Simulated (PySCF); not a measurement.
# Reading the logs of faulty runs: BClGeH5Si

All numbers below are calculated, not measured. The program is PySCF 2.14.0, an open-source quantum chemistry code, run on an isolated molecule that a program drew, which may never have been made. The molecule is BClGeH5Si (charge 0, doublet), drawn as the SMILES string `ClB[SiH2][GeH2]`.

Each row is a Hartree-Fock (HF) and frozen-core CCSD(T) single point in the cc-pV(D+d)Z basis, meant for a local HF minimum. Run 1 is clean. Each other run has one planted mistake out of seven kinds, and not every kind appears here: one electron removed, one electron added, multiplicity raised by two, geometry at a saddle point, minimal basis STO-3G, one bond length entered in bohr, all coordinates scaled. The reference is restricted for singlets and unrestricted otherwise, and also for a bond in bohr. Adding or removing an electron swaps singlet and doublet. Electrons count all cores. HOMO and LUMO are orbital energies over both spins, the gradient is its largest component, and the lowest frequency (negative if imaginary) is given only where the gradient is small. Bond lengths are over the 8 bonds as drawn. T1 is the CCSD diagnostic: over 0.02 (restricted) or 0.045 (unrestricted) a single reference is doubtful. Germanium has the cc-pVDZ-PP basis, with a core potential (ECP10MDF) in place of its 10 inner electrons, and its 3s, 3p and 3d shells are frozen in CCSD(T).

Geometry of the clean run:
```xyz
9
BClGeH5Si, angstrom
Cl   -2.7123   -0.7962    0.5086
B    -1.7389    0.0247    1.7309
Si   -0.8930    1.8346    1.3457
Ge    1.3479    1.4703    0.5429
H    -1.5674   -0.5724    2.7514
H    -1.6394    2.5913    0.3146
H    -0.7946    2.6462    2.5829
H     2.2704    0.8043    1.5752
H     1.4164    0.6767   -0.7700
```

```
run  electrons  basis functions  <S^2>  HOMO (eV)  LUMO (eV)  gradient (hartree/bohr)  lowest frequency (cm^-1)  mean bond (Å)  longest bond (Å)      T1  HF (hartree)  CCSD(T) (hartree)                          mistake
  1         73              108  0.763      -8.52       0.35                  2.3e-05                        37         1.6798             2.408  0.0165   -1069.41305        -1069.89045                         no fault
  2         73              108  3.771      -6.89      -2.32                  4.0e-02                         -         1.6798             2.408  0.0327   -1069.27113        -1069.74529       multiplicity raised by two
  3         72              108  0.000     -15.29      -6.74                  4.5e-02                         -         1.6798             2.408  0.0218   -1069.13212        -1069.60385             one electron removed
  4         73              108  1.326      -8.51       0.04                  2.4e-02                         -         1.8506             2.902  0.0357   -1069.32281        -1069.78841  one bond length entered in bohr
  5         73              108  0.764      -8.43       0.50                  3.7e-02                         -         1.5958             2.288  0.0161   -1069.39162        -1069.86807                                ?
```

**Which mistake was planted in run 5, and what did it cost?**

The mean and the longest bond both change by the same factor, 0.950, and the gradient is no longer small. So the mistake is: all coordinates scaled. Subtracting run 1 and multiplying by 627.51 kcal/mol a hartree, the energy moved by 13.4 kcal/mol in HF and 14.0 kcal/mol in CCSD(T).

Cautions from the logs. Run 3: T1 is over the limit, so its CCSD(T) energy is less reliable.
